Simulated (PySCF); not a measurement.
**Vertical excitation energies**

Species: C6H14O2S.
Geometry (PBE0-D3(BJ)/def2-SVP, Å), atoms numbered from 1 in this order:
```
atom  x, y, z in Å
C1    -3.3720   -0.6802    0.4179
C2    -2.7320    0.2241   -0.6245
C3    -1.3490    0.7415   -0.2540
S4    -0.1422   -0.5945   -0.2296
O5    -0.2151   -1.2788   -1.5225
O6    -0.3024   -1.3559    1.0120
C7     1.4435    0.2473   -0.1374
C8     2.5556   -0.7818   -0.0157
C9     3.9320   -0.1405    0.0484
H10   -3.4655   -0.1665    1.3880
H11   -4.3799   -0.9833    0.0988
H12   -2.7737   -1.5864    0.5855
H13   -2.6485   -0.3015   -1.5896
H14   -3.3694    1.1058   -0.8046
H15   -0.9804    1.4623   -0.9999
H16   -1.3202    1.2032    0.7453
H17    1.3999    0.9123    0.7398
H18    1.5356    0.8536   -1.0518
H19    2.3675   -1.3884    0.8841
H20    2.4888   -1.4686   -0.8746
H21    4.7165   -0.9063    0.1377
H22    4.1455    0.4508   -0.8562
H23    4.0238    0.5321    0.9161
```

Method used: PySCF, TDDFT PBE0/def2-SVPD, vertical, gas phase, core orbitals frozen in the response.

List the vertical singlet excitations with oscillator strengths and describe the spectrum.

| state | E (eV) | ν̃ (cm⁻¹) | f | main configurations (H = HOMO, L = LUMO) |
| --- | --- | --- | --- | --- |
| S1 | 7.05 | 56900 | 0.0048 | H→L (94%) |
| S2 | 7.56 | 60980 | 0.0078 | H-1→L (95%) |
| S3 | 7.84 | 63230 | 0.036 | H→L+1 (70%), H→L+2 (18%) |
| S4 | 7.94 | 64010 | 0.010 | H-2→L (57%), H→L+2 (24%) |
| S5 | 7.98 | 64400 | 0.029 | H→L+2 (32%), H→L+3 (27%), H→L+1 (18%) |
| S6 | 8.05 | 64960 | 0.0017 | H→L+3 (53%), H-2→L (21%), H→L+2 (17%) |
| S7 | 8.26 | 66610 | 0.016 | H-3→L (82%) |
| S8 | 8.30 | 66980 | 0.0024 | H-1→L+1 (86%) |
| S9 | 8.39 | 67660 | 0.084 | H→L+4 (52%), H→L+6 (12%) |
| S10 | 8.47 | 68310 | 0.011 | H-1→L+2 (75%), H-1→L+3 (9%) |

Triplets (Tamm–Dancoff): T1 6.88 eV, H→L (87%); T2 7.29 eV, H-1→L (75%); T3 7.59 eV, H→L+1 (72%); T4 7.75 eV, H-2→L (32%), H→L+2 (27%), H→L+3 (13%).

The lowest singlet comes at 176 nm (681 kJ/mol) in the vacuum ultraviolet; it is very weak; its leading configuration is HOMO→LUMO (94%). The strongest level in the table is S9 at 8.39 eV (148 nm, f = 0.084). Löwdin shares by element: HOMO oxygen 48%, carbon 24% or more (atoms not listed hold the other 28%); LUMO sulfur 25%, hydrogen 16% or more, carbon 8% or more (atoms not listed hold the other 51%). The oscillator strengths of these states sum to 0.203; summed over the whole spectrum of an exact calculation they would give the number of electrons, 82 (Thomas–Reiche–Kuhn). The listed states span 1.41 eV, and the widest gap between neighbours is 0.51 eV (S1 to S2). Orbital energies (eV): HOMO-3 -9.20, HOMO-2 -8.95, HOMO-1 -8.51, HOMO -8.04, LUMO 0.14, LUMO+1 0.70, LUMO+2 0.99. The vertical ionisation energy (ΔSCF) is 9.84 eV, 1.37 eV above S10. Only the lowest 10 singlets were computed, as vertical energies without vibronic structure.

On one thread of an Arm Neoverse V2, on a shared host, this took 8.6 min of wall time.

One conformer stands for the species.
